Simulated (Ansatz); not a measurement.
Ansatz (a first-principles code) input:

Ansatz 0.2 input:
```yaml
crystal:
  periodic: [false, false, false]
  atoms:
    - {symbol: C, position_ang: [-1.60582697, -1.02727138, 0.44739411]}
    - {symbol: C, position_ang: [-1.80447749, 0.51043250, 0.56342512]}
    - {symbol: C, position_ang: [-0.47463918, 1.08763206, 0.18295286]}
    - {symbol: C, position_ang: [0.41342673, 0.06265570, -0.12254029]}
    - {symbol: C, position_ang: [-0.18079215, -1.18696407, 0.01131794]}
    - {symbol: C, position_ang: [1.76763723, 0.26788917, -0.52393026]}
    - {symbol: N, position_ang: [2.86034760, 0.43349175, -0.84781121]}
    - {symbol: H, position_ang: [-2.29608539, -1.47589989, -0.27367452]}
    - {symbol: H, position_ang: [-1.79137476, -1.53683537, 1.39796277]}
    - {symbol: H, position_ang: [-2.09461610, 0.81047977, 1.57508486]}
    - {symbol: H, position_ang: [-2.59932673, 0.87141524, -0.09655242]}
    - {symbol: H, position_ang: [-0.24238715, 2.14065299, 0.15121527]}
    - {symbol: H, position_ang: [0.30938786, -2.13049889, -0.17107438]}
basis:
  gaussian:
    orbitals: def2-TZVP
hamiltonian:
  xc: b3lyp
  dispersion: d3bj
magnetization: {spin_polarized: true, initial_magnetization: 1}
phonons: {temperatures: {t_min: 298.15, t_max: 298.15, t_step: 100}}
```

Task: Which total energy does the run end on?

Result: -287.05871 Eh (B3LYP-D3(BJ)/def2-TZVP). The basis has 253 functions.

It need not be the lowest isomer of its formula.
